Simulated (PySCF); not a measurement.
Molecular orbitals of SnC⁺

B3LYP at R = 2.125 Å; PySCF, spin-free X2C with a Gaussian nucleus, basis sets Sn x2c-SVPall, C x2c-SVPall. State: ⁴Σ⁻ (quartet), unpaired electrons σ ↑, π ↑↑. Only the outer orbitals are listed, counted within each symmetry.

```csv
spin,orbital,occ.,ε (eV),on Sn (%),main shells (%)
α,11σ,1,-23.58,29,"68 C s, 21 Sn s"
α,12σ,1,-18.21,68,"67 Sn s, 23 C s, 9 C p"
α,13σ,1,-13.77,40,"57 C p, 30 Sn p, 10 Sn s"
α,6π,1,-13.51,25,"75 C p, 22 Sn p"
α,6π,1,-13.51,25,"75 C p, 22 Sn p"
α,7π,0,-9.07,79,"78 Sn p, 21 C p"
α,7π,0,-9.07,79,"78 Sn p, 21 C p"
α,14σ,0,-5.55,90,"76 Sn p, 16 C p, 9 Sn d"
β,11σ,1,-21.12,50,"45 C s, 43 Sn s"
β,12σ,1,-16.38,65,"54 Sn s, 36 C s, 9 Sn p"
β,6π,0,-10.17,74,"74 Sn p, 25 C p"
β,6π,0,-10.17,74,"74 Sn p, 25 C p"
β,13σ,0,-9.75,38,"47 C p, 36 Sn p, 15 C s"
```

Problem. Which are the highest filled and the lowest empty level, where do they sit, and how wide is the gap?

Solution. Highest filled α 6π at -13.51 eV (in %: 75 C p, 22 Sn p); lowest empty β 6π at -10.17 eV (in %: 74 Sn p, 25 C p); the gap at B3LYP is 3.34 eV. Both belong to one degenerate shell, split only by its one-sided filling, so this is no excitation gap.

```json
{"bond order (Mayer)": "1.46", "⟨S²⟩": "3.752", "charge on Sn (Mulliken, basis-dependent)": "1.00", "charge on Sn (Löwdin, basis-dependent)": "0.95", "dipole moment (positive dipole points towards C; it is taken about the centre of mass and depends on that origin)": "-0.78 D", "polarisability along the bond": "55.6 bohr³", "polarisability across the bond": "25.9 bohr³"}
```

Spin–orbit coupling is left out. The state was picked by a PBE0 search and need not be the measured ground state.
